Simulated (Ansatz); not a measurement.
Compare A (`CC(C)BN`) with its isomer B (`CBCNC`).

Gas-phase electronic energies from Ansatz, PBE0-D4/def2-TZVP geometries. CCSD(T)/CBS is the MP2 limit (def2-TZVPP, def2-QZVPP) plus CCSD(T) − MP2 in def2-TZVPP, frozen cores. Functionals use def2-TZVPP. B3LYP here is the variant with VWN-RPA as its local correlation; programs differ in this. One conformer a species, not always the lowest.

A:

Z-matrix (Å, degrees):
```
C
C 1 1.529
H 1 1.093 2 112.0
H 1 1.094 2 110.8 3 120.0
H 1 1.095 2 111.2 3 -120.5
C 2 1.529 1 110.3 3 177.4
B 2 1.576 1 110.3 3 -60.5
H 2 1.099 1 108.1 3 59.5
H 6 1.093 2 112.0 1 -177.4
H 6 1.094 2 110.8 1 62.6
H 6 1.095 2 111.2 1 -56.9
N 7 1.390 2 122.3 1 119.1
H 7 1.204 2 120.2 1 -60.9
H 12 1.005 7 123.3 2 179.9
H 12 1.007 7 123.0 2 -0.1
```

B:

Z-matrix (Å, degrees):
```
C
B 1 1.555
H 1 1.094 2 112.0
H 1 1.100 2 107.5 3 114.5
H 1 1.091 2 114.1 3 -125.7
C 2 1.562 1 124.7 3 136.2
H 2 1.204 1 119.3 3 -42.0
N 6 1.451 2 117.2 1 7.4
H 6 1.109 2 109.9 1 138.6
H 6 1.104 2 102.4 1 -111.7
C 8 1.446 6 112.6 2 75.2
H 8 1.012 6 110.0 2 -162.9
H 11 1.104 8 113.8 6 54.8
H 11 1.092 8 110.0 6 176.4
H 11 1.093 8 109.8 6 -65.5
```

(1) Which isomer does CCSD(T)/CBS put lower? Give the gap. (An estimate is asked.)

(2) Give E(B) − E(A) in kcal/mol with B2PLYP, PBE0-D4, LDA (SPW92), B3LYP, BLYP-D4, CCSD(T)/def2-SVP, r2SCAN-D4. (Best estimate.)

(3) Does the order hold for the free energy at 298.15 K (harmonic terms from PBE0-D4)? (An estimate is asked.)

Largest T1 diagnostic: 0.010.

## Answers

(1) Ansatz gave: A, by 46.5 kcal/mol.

(2) Computed: B2PLYP 46.2, PBE0-D4 45.0, LDA (SPW92) 45.2, B3LYP 45.1, BLYP-D4 44.5, CCSD(T)/def2-SVP 48.1, r2SCAN-D4 45.3. None reverses the order clearly.

(3) Computed: Yes: G(B) − G(A) = +44.7 kcal/mol, for one conformer each. Modes under 60 cm⁻¹, often nearly free rotors, make the harmonic entropy too high.

In def2-TZVPP, CCSD(T) changes the Hartree–Fock value by +2.1 kcal/mol (the triples alone add +0.3 kcal/mol) and MP2 by +3.4 kcal/mol. Leaving LDA and LC-ωPBE aside and taking each functional with its dispersion term where it has one, the values, not all of them listed here, spread over 2.4 kcal/mol, from revPBE-D4 to PBE-QIDH.
